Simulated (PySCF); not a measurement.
# Nitrogen: a sound run and one with changed settings

Sound run: N²⁺ [He] 2s2 2p1, N³⁺ [He] 2s2. Calculation: PySCF 2.14, in def2-TZVP; the non-relativistic Hamiltonian (point nucleus). In the sound run the correlated levels freeze 1s2. The sound run starts from symmetry-adapted Hartree-Fock orbitals and uses a fine grid where one is needed.

Changed run: a valence shell is frozen. This setting is unsound on purpose.

Ionisation energy of N²⁺:

```csv
method,sound run (eV),changed run (eV)
UHF,47.297,47.297
MP2,47.465,47.297
SCS-MP2,47.417,47.297
CCSD,47.212,47.297
CCSD(T),47.240,47.297
CCSDT,n/a,47.297
FCI,n/a,47.297
```

Freezing a valence shell removes pair correlation that changes on ionisation.

For comparison, NIST gives 47.445 eV between the lowest levels.
